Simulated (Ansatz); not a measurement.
Geometry optimisation, Ansatz 0.2.0, RHF/def2-SVP.

Input file:

```yaml
crystal:
  periodic: [false, false, false]
  atoms:
    - { symbol: "N", position_ang: [0.6681, 1.7577, -0.9813] }
    - { symbol: Al, position_ang: [0.9667, 0.1176, -0.1594] }
    - { symbol: F, position_ang: [-0.42338, -0.79203, 0.45411] }
    - { symbol: Si, position_ang: [3.07019, -0.75808, 0.09277] }
    - { symbol: H, position_ang: [0.102, 2.3744, -0.314] }
    - { symbol: H, position_ang: [-0.0367, 1.6309, -1.785] }
    - { symbol: H, position_ang: [3.925, 0.1804, 0.88576] }
    - { symbol: H, position_ang: [3.03815, -2.04295, 0.7672] }
    - { symbol: H, position_ang: [3.7541, -0.9396, -1.27583] }
basis:
  gaussian: { orbitals: def2-SVP }
hamiltonian:
  xc: hf
relax:
  f_tol: 0.015
  max_steps: 40
```

Run as:

```bash
$ ansatz run input.yaml --threads 1 --pin off --max-ram 2048MiB --backend cpu --events-out ev --progress --plain --runs-dir out
```

**Question.** Where does it end, and by what steps?

**Answer.** It converged. The force dipped under the threshold on the way, but the program's further checks kept it going. After 31 steps the energy has fallen by 1.041 eV; F3 moved furthest, 1.17 Å.

```tsv
step	energy less start (eV)	largest force component (eV/Å)	accepted
0	0.0000	3.724	yes
2	-0.6154	0.458	yes
4	-0.6732	0.198	yes
6	-0.7439	1.095	yes
8	-0.9256	0.514	yes
10	-1.0047	0.638	yes
12	-1.0353	0.024	yes
14	-1.0358	0.035	yes
16	-1.0366	0.075	yes
18	-1.0374	0.079	yes
20	-1.0385	0.061	yes
22	-1.0395	0.024	yes
24	-1.0234	0.629	no
26	-1.0400	0.063	yes
28	-1.0403	0.009	yes
30	-1.0405	0.028	yes
31	-1.0406	0.015	yes
```

```xyz
9
Properties=species:S:1:pos:R:3
N 0.290 1.454 -1.044
Al 0.882 0.283 0.129
F -0.154 -0.107 1.365
Si 3.105 -0.774 0.037
H -0.614 1.888 -1.008
H 0.795 1.788 -1.842
H 3.917 -0.412 1.229
H 2.993 -2.256 -0.007
H 3.848 -0.335 -1.174
```

Whether the end is a true minimum wasn't checked by a vibrational analysis.

Time of the run: 42 s on 1 thread of Intel(R) Xeon(R) Platinum 8488C (Sapphire Rapids), with other jobs on the host, peak memory 0.27 GiB.
